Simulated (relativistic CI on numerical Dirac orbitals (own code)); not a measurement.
# Be2+: sensitivity of the levels to the model

Base calculation: Dirac-Coulomb-Breit CI, separate exchange-only KLI orbitals for each configuration, a model potential for QED, valence Slater integrals scaled by 0.85, P86 correlation energy added to each configuration.

Configuration list: 1s2, 1s 2s, 1s 2p, 1s 3s, 1s 3p, 1s 3d, 1s 4s, 1s 4p, 1s 4d, 1s 4f, 1s 5s, 1s 5p, 1s 5d, 1s 5f, 1s 5g, 1s 6s, 1s 6p, 1s 6d. Levels of other configurations are missing.

The lowest level and the first level of each name with at least 55 % of one term (blank where a level has no safe partner in the second run):

| Level | Base (cm⁻¹) | Shift (cm⁻¹) |
| --- | --- | --- |
| 1s2 1S_0 | 0 | 0 |
| 1s 2s 3S_1 | 951037 | +637 |
| 1s 2s 1S_0 | 971921 | -1903 |
| 1s 2p 3P°_1 | 978579 | +419 |
| 1s 2p 3P°_0 | 978593 | +419 |
| 1s 2p 3P°_2 | 978593 | +419 |
| 1s 2p 1P°_1 | 992323 | -1254 |
| 1s 3s 3S_1 | 1116071 | +167 |
| 1s 3s 1S_0 | 1121980 | -504 |
| 1s 3p 3P°_1 | 1123162 | +129 |
| 1s 3p 3P°_2 | 1123166 | +129 |
| 1s 3p 3P°_0 | 1123166 | +129 |
| 1s 3d 3D_2 | 1124687 | +3 |
| 1s 3d 3D_1 | 1124687 | +3 |

For a near-neutral ion this model can misplace configurations by up to about 10,000 cm⁻¹ (more where the count of f electrons changes) and terms by 10 to 25 % of their spread. Rates follow the energies as ν³ (E1, M1) or ν⁵ (E2), so they and the lifetimes can be off by large factors. The fine structure of a lone outer electron comes out too small, for d and f at times inverted, and misplaced configurations move strength between like terms. 2 of the 2 excited levels that our extract of the measured tables holds in this range could be paired (the sources list more); they are missed by 4646 cm⁻¹ on average and 5143 at most, and levels without a partner can miss by more.

One thing was changed in a second run, which moved the levels as shown. Which?
A. QED terms removed
B. Slater integrals left unscaled
C. Breit term removed
D. valence Slater integrals scaled by 0.75
E. configuration mixing switched off

D. Valence Slater integrals scaled by 0.75. Scaling acts on the splittings between terms and on the mixing, and leaves the fine structure of pure LS terms nearly alone; in jj coupling it moves the levels of one term differently.
